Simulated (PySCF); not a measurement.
Gas-phase reaction: 2 H₂Se + 3 O₂ → 2 SeO₂ + 2 H₂O

Energies from PySCF (xtb for GFN2), thermal terms from the rigid-rotor harmonic-oscillator model, ideal gas at 1 bar. † marks an energy on the PBE0/def2-TZVP geometry and frequencies; other levels use their own. MP2 freezes the core. 6-31G* has spherical d functions here. Open shells (unrestricted): O₂ (multiplicity 3); the rest are closed-shell singlets. GFN2 has no spin-polarisation term. Se: all electrons, no relativistic terms. MP2 isn't extrapolated to the basis-set limit; its ΔH°(298 K) is -600.0 kJ in def2-SVP and -841.3 kJ in def2-TZVPP. The harmonic model lacks anharmonicity and excited electronic states, which grow with temperature; levels with a mode under 35 cm⁻¹ are left out.

| level | ΔE electronic, kJ | ΔH°(298 K), kJ | ΔS°(298 K), J/K | ΔG°(1000 K), kJ |
|---|---|---|---|---|
| BLYP/def2-TZVP† | -700 | -664 | -151 | -512 |
| GFN2-xTB | -1470 | -1434 | -152 | -1282 |
| HF/6-31G* | -143 | -107 | -154 | 47 |
| MP2/def2-TZVPP† | -877 | -841 | -151 | -689 |
| PBE0/def2-QZVP† | -671 | -635 | -151 | -483 |
| r2SCAN/def2-TZVP† | -665 | -630 | -151 | -478 |
ΔH° is lowest at GFN2-xTB and highest at HF/6-31G*. No reference value is set beside these.
